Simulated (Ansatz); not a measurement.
Geometry optimisation, RHF/6-31G* (Ansatz 0.2.0).

Input:

```yaml
crystal:
  periodic: [false, false, false]
  atoms:
    - { symbol: B, position_ang: [0.034293, 0.655209, -0.307815] }
    - { symbol: F, position_ang: [-0.175785, -0.405643, 1.980711] }
    - { symbol: C, position_ang: [1.415745, 0.039508, -0.797048] }
    - { symbol: H, position_ang: [1.395919, -1.045353, -0.825287] }
    - { symbol: H, position_ang: [1.61025, 0.376137, -1.815533] }
    - { symbol: H, position_ang: [2.267609, 0.343857, -0.191717] }
    - { symbol: C, position_ang: [-1.360525, 0.077749, -0.772839] }
    - { symbol: H, position_ang: [-1.433049, -0.990853, -0.590572] }
    - { symbol: H, position_ang: [-2.200585, 0.56724, -0.290079] }
    - { symbol: H, position_ang: [-1.476459, 0.211086, -1.849058] }
    - { symbol: O, position_ang: [0.028222, 1.833329, 0.429796] }
    - { symbol: H, position_ang: [0.901158, 2.161562, 0.585493] }
    - { symbol: H, position_ang: [-0.406394, 0.472671, 2.110848] }
basis:
  gaussian: { orbitals: "6-31G*" }
hamiltonian:
  xc: hf
relax:
  f_tol: 0.03
  max_steps: 50
```

Launched with:

```bash
$ ansatz run input.yaml --threads 1 --pin off --max-ram 2048MiB --backend cpu --events-out ev --progress --plain --runs-dir out
```

Where does it end, and by what steps?

The run converged. After 22 steps the energy has fallen by 0.205 eV; F2 moved furthest, 2.24 Å.

```json
{"step": "0", "energy less start (eV)": "0.0000", "largest force component (eV/Å)": "0.647", "accepted": "yes"}
{"step": "1", "energy less start (eV)": "-0.0189", "largest force component (eV/Å)": "1.918", "accepted": "yes"}
{"step": "2", "energy less start (eV)": "-0.0669", "largest force component (eV/Å)": "1.344", "accepted": "yes"}
{"step": "3", "energy less start (eV)": "-0.0940", "largest force component (eV/Å)": "1.043", "accepted": "yes"}
{"step": "4", "energy less start (eV)": "-0.1161", "largest force component (eV/Å)": "0.232", "accepted": "yes"}
{"step": "5", "energy less start (eV)": "-0.1197", "largest force component (eV/Å)": "0.690", "accepted": "yes"}
{"step": "6", "energy less start (eV)": "-0.1349", "largest force component (eV/Å)": "0.318", "accepted": "yes"}
{"step": "7", "energy less start (eV)": "-0.1399", "largest force component (eV/Å)": "0.557", "accepted": "yes"}
{"step": "8", "energy less start (eV)": "-0.1491", "largest force component (eV/Å)": "0.311", "accepted": "yes"}
{"step": "9", "energy less start (eV)": "-0.1552", "largest force component (eV/Å)": "0.384", "accepted": "yes"}
{"step": "10", "energy less start (eV)": "-0.1613", "largest force component (eV/Å)": "0.617", "accepted": "yes"}
{"step": "11", "energy less start (eV)": "-0.1689", "largest force component (eV/Å)": "0.393", "accepted": "yes"}
{"step": "12", "energy less start (eV)": "-0.1782", "largest force component (eV/Å)": "0.183", "accepted": "yes"}
{"step": "13", "energy less start (eV)": "-0.1847", "largest force component (eV/Å)": "0.136", "accepted": "yes"}
{"step": "14", "energy less start (eV)": "-0.1747", "largest force component (eV/Å)": "1.050", "accepted": "no"}
{"step": "15", "energy less start (eV)": "-0.1900", "largest force component (eV/Å)": "0.062", "accepted": "yes"}
{"step": "16", "energy less start (eV)": "-0.1933", "largest force component (eV/Å)": "0.223", "accepted": "yes"}
{"step": "17", "energy less start (eV)": "-0.1959", "largest force component (eV/Å)": "0.416", "accepted": "yes"}
{"step": "18", "energy less start (eV)": "-0.1995", "largest force component (eV/Å)": "0.344", "accepted": "yes"}
{"step": "19", "energy less start (eV)": "-0.2029", "largest force component (eV/Å)": "0.085", "accepted": "yes"}
{"step": "20", "energy less start (eV)": "-0.2039", "largest force component (eV/Å)": "0.047", "accepted": "yes"}
{"step": "21", "energy less start (eV)": "-0.2044", "largest force component (eV/Å)": "0.063", "accepted": "yes"}
{"step": "22", "energy less start (eV)": "-0.2045", "largest force component (eV/Å)": "0.020", "accepted": "yes"}
```

```xyz
13
Properties=species:S:1:pos:R:3
B 0.285 0.328 -0.278
F -1.702 1.109 2.598
C 1.491 0.263 -1.309
H 1.562 -0.719 -1.770
H 1.315 0.966 -2.123
H 2.463 0.500 -0.881
C -1.168 -0.184 -0.630
H -1.159 -1.267 -0.755
H -1.897 0.057 0.135
H -1.512 0.225 -1.578
O 0.476 0.845 0.977
H 1.361 1.131 1.157
H -0.915 1.043 2.124
```

Whether the end is a true minimum wasn't checked by a vibrational analysis.

Run time: 42 s on 1 thread of Arm Neoverse V2, with other jobs on the host, peak memory 0.17 GiB.
